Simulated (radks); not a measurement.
Values are calculated unless marked as measured or tabulated.
Problem. These are the eigenvalues of the occupied orbitals of an atom or ion with whole-number occupations (Ry). Code: a radial shooting solver on a logarithmic mesh with Libxc functionals. Model: Dirac Kohn-Sham, PBEsol, spin-unpolarised, spherical densities, finite nucleus; Fermi nuclear charge, rms radius of each element as measured or else 0.836 A^(1/3) + 0.57 fm.

orbital  eigenvalue
1s1/2     -561.0383
2s1/2     -69.72270
2p1/2     -60.99005
2p3/2     -59.90302
3s1/2     -11.03397
3p1/2      -8.40409
3p3/2      -8.26058
3d3/2      -3.97578
3d5/2      -3.95801
4p1/2      -2.04180

Which element is it, and in what charge state? The configuration may be excited. Open shells, if any, fill j = l - 1/2 first.

Solution. Z = 27, cobalt, charge +3: Co3+ in [Ar] 3d5 4p1. The list shows which subshells hold electrons but not how many an open one holds; the 1s level, -280.52 hartree, gives Z - s = 23.7 by -(Z - s)^2/2, which with screening and relativity narrows Z to a few neighbours, and the depths of the outer levels then fix element, charge and occupations together.
